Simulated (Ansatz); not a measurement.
## Ligand exchange: C2H6FIn + SiH(NH2)(SiH3)2 → C2H8InN + SiH(SiH3)2F

Species: C2H6FIn `C[CH2][InH][F]`, singlet; SiH(NH2)(SiH3)2, singlet; C2H8InN `C[CH2][InH][NH2]`, singlet; SiH(SiH3)2F, singlet. The partners trade F for NH2: In–F and Si–NH2 bonds give way to In–NH2 and Si–F.

Shapes, held fixed at every level: PBE0-D4/def2-TZVP. Flexible molecules stand in one conformer, not always the lowest. Programs: Ansatz 0.2.0. The zero-point and thermal change to 298 K, harmonic and unscaled (PBE0-D4/def2-TZVP), is -0.8 kJ/mol.

Task: Estimate ΔH(298 K) of this reaction.

Result: The highest level, CCSD(T)/def2-TZVPP, gives ΔH(298 K) = -18.9 kJ/mol; the levels span -18.9 to +0.1. They disagree on the sign: 1 of 7 are positive. The column of differences is taken from that level and isn't an error. No measured value is set beside it here. For atoms past krypton def2 sets carry core potentials with scalar relativity. Outer-core shells of In are correlated, in sets that cover them unevenly. CCSD(T)/def2-TZVPP lies outside the range of all other levels here, so it shouldn't be taken on trust. Times are processor times on shared x86 and Arm servers, and rough.

```csv
level,kind,ΔH(298 K) (kJ/mol),less CCSD(T)/def2-TZVPP,CPU time (sum over the molecules)
HF/def2-SVP,Hartree–Fock,+0.1,+19.0,–
SPW92/def2-TZVPP,LDA,-13.6,+5.3,15 s
PBE-D4/def2-TZVPP,GGA,-5.9,+13.0,27 s
B3LYP-D4/def2-TZVPP,global hybrid,-9.4,+9.5,51 s
r2SCAN0-D4/def2-TZVPP,global hybrid,-10.4,+8.5,49 s
wB97X-V/def2-TZVPP,range-separated hybrid,-10.8,+8.1,83 s
CCSD(T)/def2-TZVPP,coupled cluster or CI,-18.9,0.0,37 min
```
